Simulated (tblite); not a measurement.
Problem. Write Cartesian coordinates for `CC[Si@@H]([O])NC` [radical] as optimised with GFN2-xTB. (Doublet state.)

Solution. 
```
atom  x, y, z in Å
C1    -2.545   -0.053    0.533
C2    -1.174   -0.640    0.409
Si3    0.064    0.840   -0.138
O4     0.047    1.966    0.881
N5     1.508   -0.125   -0.304
C6     2.643    0.006    0.547
H7    -3.240   -0.805    0.916
H8    -2.914    0.293   -0.430
H9    -2.538    0.787    1.221
H10   -0.788   -0.985    1.361
H11   -1.118   -1.427   -0.334
H12   -0.335    0.948   -1.548
H13    1.547   -0.934   -0.905
H14    3.561    0.084   -0.045
H15    2.755   -0.853    1.220
H16    2.520    0.908    1.139
```

Orientation and origin are arbitrary. Atoms count from 1 in this order. Si3 (silicon bonded to C, N, O and H) has angles from 97.4° to 125.9°. N5 (nitrogen bonded to C, Si and H) is almost planar (angles 123.5°, 122.1° and 113.5°, sum 359.2°, 0.07 Å off the plane of its three neighbours). Of the pairs four or more bonds apart, O4···H16 is among the closest relative to their van der Waals radii: 2.70 Å, 99 % of the sum of Bondi's values.

Bonds between heavy atoms (Å): C1–C2 1.497, C2–Si3 2.006, Si3–O4 1.519, Si3–N5 1.744, N5–C6 1.425.

The geometry is computed with GFN2-xTB (gas phase). This method treats the open shell by occupation alone, without spin polarisation.

Point group: C1 (no symmetry element, even within 0.4 Å). Its GFN2-xTB frequencies are all real (lowest 55 cm⁻¹). Torsions: C1–C2–Si3–O4 59°, C2–Si3–N5–C6 -113°. 3 starts were optimised and ended at 0.00, 0.90 and 1.18 kcal/mol (GFN2-xTB); the lowest of these is shown.

On an Arm Neoverse V2 with one thread, shared host with 192 logical CPUs at a one-minute load of 22, this took 0.74 s. These figures are those of the optimisation.

One conformer stands for the species.
